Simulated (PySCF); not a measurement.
**Electric field gradients and quadrupole coupling constants**

C7H6ClFO2S.
Z-matrix (Å and degrees, GFN2-xTB geometry), rows numbered from 1:
```
C 
C   1  1.4939
C   2  1.3906  1  122.65
C   3  1.3866  2  121.93  1   179.82
C   4  1.3847  3  120.02  2     0.03
C   5  1.3790  4  118.64  3    -0.39
S   6  1.7757  5  119.37  4   179.61
O   7  1.4230  6  111.90  5   134.98
O   7  1.4265  6  109.14  5     1.06
Cl  7  2.0326  6  100.71  5  -110.95
C   6  1.3781  5  121.24  4     0.56
F  11  1.3386  2  119.80  1     1.09
H   1  1.0861  2  110.86  3    15.10
H   1  1.0880  2  110.41  3   136.59
H   1  1.0898  2  109.84  3  -105.09
H   3  1.0797  2  118.63  1    -0.40
H   4  1.0785  3  119.92  2   179.82
H   5  1.0773  4  122.73  3   179.73
```

Field gradients from the PBE0/pcSseg-1 density (PySCF, non-relativistic), principal values in atomic units, ordered |Vxx| ≤ |Vyy| ≤ |Vzz|:

```json
{"atom": "S7", "Vxx": "-0.2586", "Vyy": "-0.5724", "Vzz": "0.8310"}
{"atom": "O8", "Vxx": "-0.4996", "Vyy": "-0.8053", "Vzz": "1.3049"}
{"atom": "O9", "Vxx": "-0.5160", "Vyy": "-0.7886", "Vzz": "1.3046"}
{"atom": "Cl10", "Vxx": "-1.7167", "Vyy": "-1.9561", "Vzz": "3.6729"}
```

Q: Find the asymmetry η = (Vxx − Vyy)/Vzz and the couplings χ = eQV/h (234.96 MHz × Q in barn × V in au), with Q(33S) = −0.0678 b, Q(17O) = −0.0256 b, Q(35Cl) = −0.0817 b.

A: 
```json
{"atom": "S7", "environment": "sulfonyl sulfur", "nucleus": "33S", "η": "0.38", "χzz (MHz)": "-13.24", "χxx (MHz)": "4.12", "χyy (MHz)": "9.12"}
{"atom": "O8", "environment": "sulfonyl oxygen", "nucleus": "17O", "η": "0.23", "χzz (MHz)": "-7.85", "χxx (MHz)": "3.01", "χyy (MHz)": "4.84"}
{"atom": "O9", "environment": "sulfonyl oxygen", "nucleus": "17O", "η": "0.21", "χzz (MHz)": "-7.85", "χxx (MHz)": "3.10", "χyy (MHz)": "4.74"}
{"atom": "Cl10", "environment": "chlorine bonded to S", "nucleus": "35Cl", "η": "0.07", "χzz (MHz)": "-70.51", "χxx (MHz)": "32.96", "χyy (MHz)": "37.55"}
```

Q: What is Vzz at O8 in SI units (1 au = 9.71736 × 10²¹ V/m²)?

A: 1.3049 au = 12.680 × 10²¹ V/m².

Q: And the gradient at the other heavy atoms, for which no coupling is worked out here?

A: 
```json
{"atom": "C1", "environment": "benzylic-type carbon", "Vzz (au)": "0.112", "η": "0.19"}
{"atom": "C2", "environment": "substituted aromatic carbon", "Vzz (au)": "0.273", "η": "0.31"}
{"atom": "C3", "environment": "aromatic CH carbon", "Vzz (au)": "0.344", "η": "0.16"}
{"atom": "C4", "environment": "aromatic CH carbon", "Vzz (au)": "0.300", "η": "0.08"}
{"atom": "C5", "environment": "aromatic CH carbon", "Vzz (au)": "0.342", "η": "0.31"}
{"atom": "C6", "environment": "substituted aromatic carbon", "Vzz (au)": "-0.230", "η": "0.65"}
{"atom": "C11", "environment": "aromatic C–F carbon", "Vzz (au)": "-0.430", "η": "0.72"}
{"atom": "F12", "environment": "aryl fluorine", "Vzz (au)": "2.982", "η": "0.16"}
```

Were the hydrogens deuterons (Q(2H) = 0.00286 b), χzz would run from 207 kHz (H15 and H14) to 220 kHz (H17).

Geometry: GFN2-xTB, one conformer, isolated molecule. GFN2-xTB bond lengths can be off by several hundredths of an ångström, more for odd bonds, and the gradients follow them. With so small a basis the couplings can be 20 % off.

These values come from a run that also computed NMR shieldings. Time: 69 s of wall time (with the writing of density and orbital grids); peak memory 1.1 GiB. Hardware: one thread, Intel Xeon Platinum 8488C (x86_64), no GPU (shared host).
